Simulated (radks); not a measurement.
Valence configurations of Au (all share [Xe]). Calculated with a radial shooting solver on a logarithmic mesh with Libxc functionals: scalar-relativistic Kohn-Sham, PBE, spin-polarised, spherical densities, finite nucleus; open shells are filled with parallel spins first (spin-orbit coupling, left out, can overturn this in heavy ions); Fermi nuclear charge, rms radius 5.4371 fm. Energies are relative to 4f14 5d10 6s1; eigenvalues in eV for spin up.

valence	E (eV)	moment (Bohr magnetons)	e(4f)	e(5d)	e(6p)	e(6s)
4f14 5d10 6s1	0.000	1	-81.107	-6.991	-	-6.076
4f14 5d9 6s2	1.725	1	-84.218	-9.251	-	-6.794
4f14 5d10 6p1	5.277	1	-83.225	-8.992	-2.031	-
4f14 5d9 6s1 6p1	6.741	3	-86.125	-11.266	-2.461	-8.645
4f14 5d8 6s1 6p2	15.463	5	-91.047	-15.258	-3.668	-10.802
4f13.5 5d10 6s1.5	39.430	1	-88.531	-8.460	-	-6.363
4f13 5d10 6s2	82.012	1	-96.229	-10.070	-	-6.679
4f13 5d10 6s1 6p1	87.297	3	-98.240	-12.196	-2.425	-8.625
4f13 5d9 6s1 6p2	97.651	5	-103.39	-16.401	-3.668	-10.862
4f12 5d10 6s1 6p2	189.48	5	-116.11	-17.538	-3.665	-10.908

NIST lists [Xe] 4f14 5d10 6s1 as the ground configuration; this level of theory agrees among the configurations tried. The energies are those of spherical high-spin densities, not of single terms.
